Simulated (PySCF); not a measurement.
## Correlation energy of Rh⁺ (rhodium, charge +1)

Starting occupation: [Kr] 4d7 5s1, 4d3/2 with m_j = +1/2, +3/2, 4d5/2 with m_j = -3/2, -1/2, +1/2, +3/2, +5/2, 5s1/2 with m_j = +1/2. All numbers are calculated (PySCF 2.14, X2C-1e with screened-nucleus spin-orbit coupling, Gaussian nucleus, in x2c-TZVPall-2c with one added diffuse shell each of s, p, d type (9s10p8d1f, 86 functions)). Frozen: [Ar] 3d10; 16 electrons correlated; the 6 highest virtual spinors left out.

MP2 pair energies summed by pair of shells (mhartree):

```json
{"pair": "4d-4p", "energy": "-139.55", "share (%)": "35.9"}
{"pair": "4d-4d", "energy": "-120.92", "share (%)": "31.1"}
{"pair": "4p-4p", "energy": "-51.08", "share (%)": "13.1"}
{"pair": "4d-5s", "energy": "-23.33", "share (%)": "6.0"}
{"pair": "4p-4s", "energy": "-21.89", "share (%)": "5.6"}
{"pair": "4d-4s", "energy": "-18.13", "share (%)": "4.7"}
{"pair": "4p-5s", "energy": "-9.77", "share (%)": "2.5"}
{"pair": "4s-4s", "energy": "-3.57", "share (%)": "0.9"}
{"pair": "4s-5s", "energy": "-0.65", "share (%)": "0.2"}
```

Total MP2 correlation energy: -388.88 mhartree.

The GHF reference relaxed away from the jj start to a determinant that is no pure jj level (⟨S²⟩ = 5.96, ⟨J²⟩ = 30.01); the energies belong to that determinant.

This basis was not built for core-valence correlation, so the inner-shell part is incomplete.
